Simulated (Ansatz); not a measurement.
BH3O2SSi. The species carries charge 0 and has multiplicity 1.

```xyz
8

S    -2.3861   -0.8478    0.0666
B    -0.6644   -0.3391    0.0351
O    -0.1523    0.9464   -0.1570
Si    1.3437    0.2016    0.0069
O     0.4287   -1.1901    0.2042
H    -2.8504    0.3940   -0.1469
H     2.1049    0.6123    1.2050
H     2.1759    0.2226   -1.2140
```

Question: Give the diagnostics of a CCSD(T)/def2-TZVPP run (frozen core, Ansatz 0.2.0). (An estimate is asked.)

Answer: Ansatz gave: T1 = 0.0135, largest single amplitude 0.029, largest double 0.035, (T) share of the correlation energy 4.0 %, 9 CCSD cycles. The RHF solution is stable towards an unrestricted one. T1 lies under the customary mark of 0.02 for closed shells.
